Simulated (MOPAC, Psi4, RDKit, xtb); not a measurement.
Two geometries of SMILES O=C(O)[SiH2][SiH2]O, singlet, relaxed at B3LYP-D3(BJ)/def2-SVP with one dihedral held; other torsions can differ between them too.

Structure A

```
12

O     -1.1707    -1.0087     1.0720
C     -1.4495    -0.1127     0.3001
O     -2.5243    -0.1979    -0.5232
Si    -0.1435     1.2775    -0.0775
Si     1.8012    -0.0614    -0.0889
O      1.6717    -1.0091     1.2728
H     -2.5419    -1.0737    -0.9448
H     -0.1363     2.2267     1.0725
H     -0.5004     1.9986    -1.3310
H      3.0482     0.7448    -0.0070
H      1.8246    -0.8481    -1.3619
H      0.7471    -1.2288     1.4920
```

Structure B

```
12

O      0.9400    -1.3671     0.4708
C      1.2714    -0.2167     0.2779
O      2.4432     0.2194     0.7763
Si     0.1113     0.9759    -0.7444
Si    -2.0105     0.0993    -0.2025
O     -1.7758    -1.5446    -0.2328
H      2.5762     1.1510     0.5455
H      0.4323     2.3891    -0.3709
H      0.5007     0.7661    -2.1693
H     -2.4077     0.6363     1.1350
H     -3.0525     0.4716    -1.1954
H     -0.8748    -1.8031     0.0469
```

**Question.** Which is lower in energy at the level DF-MP2 (frozen core)/cc-pVTZ // B3LYP-D3(BJ)/def2-SVP in Psi4, and by how much?

**Answer.** B is lower, by 23.07 kJ/mol (dihedral Si4–C2–O3–H7: 120° in A, 0° in B).

E(B) − E(A) in kJ/mol at the other levels, on the same two geometries: MMFF94 // B3LYP-D3(BJ)/def2-SVP (RDKit) -10.01; B3LYP/def2-TZVP // B3LYP-D3(BJ)/def2-SVP (Psi4) -22.61; B3LYP-D3(BJ)/def2-TZVP // B3LYP-D3(BJ)/def2-SVP (Psi4) -22.85; PBE/def2-TZVP // B3LYP-D3(BJ)/def2-SVP (Psi4) -25.20; PBE-D3(BJ)/def2-TZVP // B3LYP-D3(BJ)/def2-SVP (Psi4) -25.31; HF/cc-pVTZ // B3LYP-D3(BJ)/def2-SVP (Psi4) -18.43; UFF // B3LYP-D3(BJ)/def2-SVP (RDKit) 2.76; PM3, restricted, heats of formation // B3LYP-D3(BJ)/def2-SVP (MOPAC) -11.48; PM6, restricted, heats of formation // B3LYP-D3(BJ)/def2-SVP (MOPAC) 6.83; GFN1-xTB // B3LYP-D3(BJ)/def2-SVP (xtb) 1.09.
